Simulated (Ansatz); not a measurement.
# How methods differ on SiBr (bromosilane)

SiBr has 2 atoms, charge 0, and is taken as a doublet. As SMILES, `[Si]Br`. Geometry: relaxed at GFN2-xTB.

```tsv
atom	x (Å)	y (Å)	z (Å)
Si	0.0000	0.0000	0.0000
Br	0.0000	0.0000	2.3426
```

Quantity: the energy change with the Si1–Br2 bond stretched from 2.343 to 4.685 Å, in eV. The values are calculated.

```csv
level,kind,program,value (eV),less CCSD(T)/STO-3G,CPU time (all runs)
UHF/STO-3G,Hartree–Fock,Ansatz,3.56,-0.57,1.8 s
USVWN5/STO-3G,LDA,Ansatz,4.90,+0.77,10 s
U-revPBE/STO-3G,GGA,Ansatz,4.42,+0.29,27 s
UPBE/STO-3G,GGA,Ansatz,4.57,+0.44,20 s
UB3LYP/STO-3G,global hybrid,Ansatz,4.51,+0.38,23 s
U-wB97M-V/STO-3G,range-separated hybrid,Ansatz,4.92,+0.79,1.7 min
U-wB97X/STO-3G,range-separated hybrid,Ansatz,4.68,+0.55,59 s
UB2PLYP/STO-3G,double hybrid,Ansatz,4.55,+0.42,14 s
UMP2/STO-3G,perturbation theory,Ansatz,3.97,-0.16,3.2 s
UCCSD(T)/STO-3G,coupled cluster or CI,Ansatz,4.13,0.00,4.2 s
```

UCCSD(T)/STO-3G is the highest level here, not the true value. At this stretch a single reference begins to fail. All-electron rows without a relativistic Hamiltonian named are non-relativistic. The first shape isn't each level's own minimum. The values span 3.56 to 4.92 eV. Spin contamination of the reference (⟨S²⟩ at least 0.1 too high) touches UHF/STO-3G, USVWN5/STO-3G, U-revPBE/STO-3G, UPBE/STO-3G, UB3LYP/STO-3G, U-wB97M-V/STO-3G, U-wB97X/STO-3G, UB2PLYP/STO-3G, UMP2/STO-3G, UCCSD(T)/STO-3G. All rows use very small basis sets, so none should be taken for the real molecule's value. In the correlated wave-function rows the outer d shell of Br is correlated, in sets not made for it. Times are those of the runs behind each value, whatever else they computed, on shared processors of several kinds: orders of magnitude only.
